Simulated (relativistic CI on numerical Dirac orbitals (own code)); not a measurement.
**Spin-allowed bands of a d7 ion in a tetrahedral site, by hand**

Problem. Take Δ = 9750 cm⁻¹ and B = 470 cm⁻¹ for a d7 ion in a tetrahedral site. Calculate the three spin-allowed bands.

Working.
1. The terms of highest spin are 4F (energy 0) and 4P (15B = 7050 cm⁻¹). Here the F term splits into A2 at −1.2Δ = -11700, T2 at −0.2Δ = -1950 and T1 at +0.6Δ = 5850 cm⁻¹.
2. The two T1 states mix through the element 0.4Δ: H = [[5850, 3900], [3900, 7050]], with roots ½(H₁₁ + H₂₂) ∓ ½√[(H₂₂ − H₁₁)² + 4H₁₂²] = ½(12900) ∓ ½(7892) = 2504 and 10396 cm⁻¹.
3. The ground term is 4A2 at -11700 cm⁻¹.
4. Bands: 4T2 9750 cm⁻¹ (1026 nm), 4T1(F) 14204 cm⁻¹ (704 nm), 4T1(P) 22096 cm⁻¹ (453 nm).

Check. Exact diagonalisation of the whole d7 shell with these parameters gives 4T2 9750, 4T1 14204, 4T1 22096 cm⁻¹. The match is exact, since without spin-orbit coupling no other term has this spin. The ratio of the second band to the first, 1.457, depends on Δ/B = 20.7 alone, which is how a Tanabe-Sugano diagram is read.
